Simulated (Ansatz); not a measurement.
FH₆NOSi₂, SMILES F[Si@@H](O)N[SiH3].

The structure is a stationary point at PBE0-D3(BJ)/def2-SVP. The structure was generated by enumeration; whether it is a known compound was not checked. One conformer was computed; it need not be the lowest.

Two levels are set side by side: PBE/def2-TZVPD (Ansatz, a first-principles code) and PBE0/def2-TZVPD (Ansatz). Energy differences of separate SCF runs at the same geometry; the states with an electron removed or added have multiplicity 2 and 2. Differences are taken from unrounded values.

| quantity | PBE0 | PBE | PBE minus PBE0 |
|---|---|---|---|
| vertical ionisation energy (eV) | 10.14 | 9.81 | -0.33 |
| vertical singlet–triplet gap (eV) | 6.15 | 5.76 | -0.39 |
